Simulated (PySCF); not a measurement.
SMILES FC(C(F)(F)F)(F)C(C(F)(F)F)(F)F (C₄F₁₀), GFN2-xTB optimised geometry.

```
14

F     -0.80    -0.16    -1.12
C     -0.38     0.41     0.00
F      0.94     0.41     0.00
F     -0.80     1.67     0.00
C     -0.94    -0.35     1.24
F     -2.27    -0.13     1.33
F     -0.78    -1.67     1.06
C     -0.24     0.06     2.57
F     -0.04     1.39     2.59
F      0.96    -0.53     2.63
C     -1.07    -0.33     3.83
F     -2.12     0.46     3.97
F     -1.49    -1.59     3.75
F     -0.32    -0.22     4.92
```

Density from PySCF 2.14.0 with B3LYP/def2-TZVP at that geometry.

Minimum of the electron density along straight lines between bonded atoms, close to the bond critical point (lines longer than 1.1 times the sum of covalent radii, or with two minima, are not listed):

```json
[
 {"bond": "F1–C2", "length / Å": "1.325", "ρ at the minimum / e bohr⁻³": "0.298", "∇²ρ there / e bohr⁻⁵": "-0.49", "position (fraction from the first atom)": "0.66"},
 {"bond": "C2–F3", "length / Å": "1.327", "ρ at the minimum / e bohr⁻³": "0.296", "∇²ρ there / e bohr⁻⁵": "-0.50", "position (fraction from the first atom)": "0.34"},
 {"bond": "C2–F4", "length / Å": "1.327", "ρ at the minimum / e bohr⁻³": "0.297", "∇²ρ there / e bohr⁻⁵": "-0.52", "position (fraction from the first atom)": "0.34"},
 {"bond": "C2–C5", "length / Å": "1.563", "ρ at the minimum / e bohr⁻³": "0.260", "∇²ρ there / e bohr⁻⁵": "-0.71", "position (fraction from the first atom)": "0.51"},
 {"bond": "C5–F6", "length / Å": "1.344", "ρ at the minimum / e bohr⁻³": "0.280", "∇²ρ there / e bohr⁻⁵": "-0.40", "position (fraction from the first atom)": "0.34"},
 {"bond": "C5–F7", "length / Å": "1.342", "ρ at the minimum / e bohr⁻³": "0.281", "∇²ρ there / e bohr⁻⁵": "-0.40", "position (fraction from the first atom)": "0.34"},
 {"bond": "C5–C8", "length / Å": "1.558", "ρ at the minimum / e bohr⁻³": "0.259", "∇²ρ there / e bohr⁻⁵": "-0.70", "position (fraction from the first atom)": "0.50"},
 {"bond": "C8–F9", "length / Å": "1.344", "ρ at the minimum / e bohr⁻³": "0.280", "∇²ρ there / e bohr⁻⁵": "-0.40", "position (fraction from the first atom)": "0.34"},
 {"bond": "C8–F10", "length / Å": "1.342", "ρ at the minimum / e bohr⁻³": "0.281", "∇²ρ there / e bohr⁻⁵": "-0.40", "position (fraction from the first atom)": "0.34"},
 {"bond": "C8–C11", "length / Å": "1.563", "ρ at the minimum / e bohr⁻³": "0.260", "∇²ρ there / e bohr⁻⁵": "-0.71", "position (fraction from the first atom)": "0.50"},
 {"bond": "C11–F12", "length / Å": "1.327", "ρ at the minimum / e bohr⁻³": "0.297", "∇²ρ there / e bohr⁻⁵": "-0.52", "position (fraction from the first atom)": "0.34"},
 {"bond": "C11–F13", "length / Å": "1.327", "ρ at the minimum / e bohr⁻³": "0.296", "∇²ρ there / e bohr⁻⁵": "-0.50", "position (fraction from the first atom)": "0.34"},
 {"bond": "C11–F14", "length / Å": "1.325", "ρ at the minimum / e bohr⁻³": "0.298", "∇²ρ there / e bohr⁻⁵": "-0.49", "position (fraction from the first atom)": "0.34"}
]
```
